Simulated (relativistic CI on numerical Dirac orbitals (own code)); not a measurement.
Radial Dirac CI calculation of Lu.

Command:

```sh
python run_levels.py task.json out
```

Input:

```
atom Lu  Z=71  charge=0  electrons=71
nucleus A=175  rms_radius_fm=5.3700
hamiltonian dirac-coulomb  breit=on  qed=on  c_scale=1
orbitals kli  potential=per-configuration
slater_scale 1
correlation none
mixing on
grid step=0.0125 r_max=259.4
scf mixing=0.4 start=green max_iterations=52 tolerance=0.3 node_fill=0.05
configurations
  [Xe] 4f14 5d 6s2
  [Xe] 4f14 6s2 6p
  [Xe] 4f14 5d 6s 6p
end
```

Output:

```
SCF 1: [Xe] 4f14 5d 6s2
 iter      energy (Ha)   residual   last orbital (Ha)
    1    -14556.849332   2.57e+00     -0.34549
    2    -14571.522526   4.86e-01     -0.20917
    3    -14572.175769   3.00e-01     -0.23741
    4    -14572.320110   1.93e-01     -0.26929
SCF 2: [Xe] 4f14 6s2 6p
 iter      energy (Ha)   residual   last orbital (Ha)
    1    -14557.898202   2.42e+00     -0.14992
    2    -14571.602072   4.96e-01     -0.12167
    3    -14572.189531   2.86e-01     -0.13204
SCF 3: [Xe] 4f14 5d 6s 6p
 iter      energy (Ha)   residual   last orbital (Ha)
    1    -14556.972499   2.53e+00     -0.14992
    2    -14571.457099   4.87e-01     -0.11261
    3    -14572.088676   3.02e-01     -0.14105
    4    -14572.255903   1.44e-01     -0.13719
orbital energies (Ha): 4f5/2 -0.4262  4f7/2 -0.3718  5s -2.2745  5p1/2 -1.3855  5p3/2 -1.1388  5d3/2 -0.1552  5d5/2 -0.1464  6s -0.2693
configuration averages (Ha): Dirac-Coulomb, Breit, QED
  5d 6s2                      -14572.320110   14.855628   10.052162
  6s2 6p                      -14572.189531   14.999063   10.089113
  5d 6s 6p                    -14572.255903   14.926000   10.069663
levels: no., configuration, term, J, E (cm-1), weight
   1 5d 6s2                 2D   3/2              0.0  1.00
   2 5d 6s2                 2D   5/2           2139.6  1.00
   3 5d 6s 6p               4F*  3/2          22099.4  0.97
   4 5d 6s 6p               4F*  5/2          23158.6  0.97
   5 5d 6s 6p               4F*  7/2          24700.5  0.98
   6 5d 6s 6p               4F*  9/2          26642.9  1.00
   7 5d 6s 6p               4D*  1/2          27119.2  0.97
   8 5d 6s 6p               4D*  3/2          27513.9  0.91
   9 5d 6s 6p               4D*  5/2          28239.4  0.72
  10 5d 6s 6p               2D*  5/2          28829.2  0.43
  11 5d 6s 6p               4P*  3/2          29434.5  0.70
  12 5d 6s 6p               4P*  1/2          29647.8  0.98
  13 5d 6s 6p               4D*  7/2          29660.7  0.98
  14 5d 6s 6p               2D*  3/2          30474.0  0.71
lowest total energy -14547.418170 Ha
end: converged
```

Against the reference input this run has: SCF tolerance 0.3. The reference run ends at -14547.502478 Ha with Breit and QED terms. The iteration limit was 52 against 150. This setting is bad on purpose; its numbers may not be properties of the ion.

With so few configurations and no correlation the model can put configurations in the wrong order; the tabulated ground configuration is [Xe] 4f14 5d 6s2.
